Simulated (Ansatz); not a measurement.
GeClF3⁻. The state is a doublet with charge -1. Geometry PBE-D4/def2-SVP, that of the neutral singlet; atoms count from 1.

```xyz
5

Ge    0.0274    0.0402    0.0061
Cl   -1.1561   -1.6987   -0.2583
F     1.6591   -0.2336   -0.4859
F     0.0547    0.5320    1.6605
F    -0.5851    1.3601   -0.9224
```

The highest occupied level of the charge -1 doublet lies above zero (up to 1.26 eV). By energy differences its removal costs 0.51 eV (vertical, to the charge 0 singlet, at PBE0-D4/def2-TZVPD); a positive level beside a positive removal energy at the same level points to self-interaction error.

Q: Estimate the Mulliken populations from the PBE0/def2-TZVPD orbitals of Ansatz.

A: 
| atom | charge (e) | spin (α − β) |
| --- | --- | --- |
| Ge1 | -0.18 | 1.61 |
| Cl2 | -0.20 | -0.16 |
| F3 | -0.21 | -0.15 |
| F4 | -0.21 | -0.15 |
| F5 | -0.21 | -0.15 |
Mulliken values and Mayer orders depend strongly on the basis. With diffuse functions, as here, like atoms can get unlike values, and bond orders can come out too low or too high.

Q: Where does the spin sit?

A: Summed by element: Ge 1.61, Cl -0.16, F -0.45, of 1 unpaired in all. Largest on single atoms: Ge1 1.61, Cl2 -0.16, F3 -0.15.
